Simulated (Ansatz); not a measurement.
Stepwise reaction of `CC(C)[Si]C(C)C` with hydrogen, as a gas-phase model of exchange steps in deposition or etching. ΔE in kJ/mol.

Program: Ansatz. Geometries: PBE0-D4/def2-TZVP. ΔE: electronic, gas phase. CCSD(T)/CBS is the MP2 limit (def2-TZVPP, def2-QZVPP) plus CCSD(T) − MP2 in def2-TZVPP, frozen cores. This one scheme is used for every species. Functionals use def2-TZVPP. B3LYP here is the variant with VWN-RPA as its local correlation; programs differ in this. Each species was taken in one conformer, which may not be the lowest.

| step | reaction | PBE-D4 | B3LYP-D4 | ωB97M-V | CCSD(T)/CBS |
| --- | --- | --- | --- | --- | --- |
| 1 | `CC(C)[Si]C(C)C` + H₂ → `CC(C)[SiH]` + `CCC` | -39.7 | -34.1 | -38.1 | -30.4 |

(1) Give the row of step 2, `CC(C)[SiH]` + H₂ → `[SiH2]` + `CCC`. (An estimate is asked.)

(2) By hand: ΔE of the 2 steps together at CCSD(T)/CBS.

Results:

(1) Ansatz gave: 
| step | reaction | PBE-D4 | B3LYP-D4 | ωB97M-V | CCSD(T)/CBS |
| --- | --- | --- | --- | --- | --- |
| 2 | `CC(C)[SiH]` + H₂ → `[SiH2]` + `CCC` | -10.8 | -33.8 | -27.6 | -31.2 |

(2) (-30.4) + (-31.2) = -61.6 kJ/mol, or -30.8 kJ/mol a step.

In ΔE the steps differ by no more than 0.8 kJ/mol. All are downhill at CCSD(T)/CBS. PBE-D4 differs from CCSD(T)/CBS by -9.3 to 20.4 kJ/mol a step. Isolated molecules leave out the surface, adducts and barriers. Largest T1 diagnostic: 0.014.
